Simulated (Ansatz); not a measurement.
Reaction (atomization): `CSC1=NBS1` → B• + 2 C• + 4 H• + N• + 2 S•

Calculated with Ansatz (gas phase, PBE0-D4/def2-TZVP geometries, no zero-point term in ΔE). CCSD(T)/CBS is the MP2 limit (def2-TZVPP, def2-QZVPP) plus CCSD(T) − MP2 in def2-TZVPP, frozen cores. This one scheme is used for every species, atoms too. For atomizations the MP2-based limit and the directly extrapolated one differ by several kJ/mol either way, and by 10 to 25 for some Ge, Se and Sn compounds, so smaller differences from it don't rank the levels. DFT in def2-TZVPP. No spin–orbit coupling; open shells (•) take unrestricted orbitals. Spin–orbit coupling would lower the free atoms: a little for B, C, S.

CCSD(T)/CBS gives +3853.6 kJ/mol.

**Question.** Another level gave +3860.2 kJ/mol. Which?
A. LC-ωPBE/def2-TZVPP
B. ωB97X-V/def2-TZVPP
C. CAM-B3LYP/def2-TZVPP
D. CCSD/def2-TZVPP

**Answer.** A. LC-ωPBE 3860.2, CCSD/def2-TZVPP 3632.4, CAM-B3LYP 3847.5, ωB97X-V 3896.2 kJ/mol.

Largest T1 diagnostic among the species: 0.016.

In def2-TZVPP, CCSD(T) changes the Hartree–Fock value by +1084.3 kJ/mol (the triples alone add +97.6 kJ/mol) and MP2 by +1208.0 kJ/mol; breaking electron pairs costs correlation energy, which Hartree–Fock lacks. From r2SCAN to r2SCAN0 (25 % exact exchange), in def2-TZVPP and without D4, ΔE moves by −91.8 kJ/mol: exact exchange takes away binding that semilocal exchange gives to molecules.
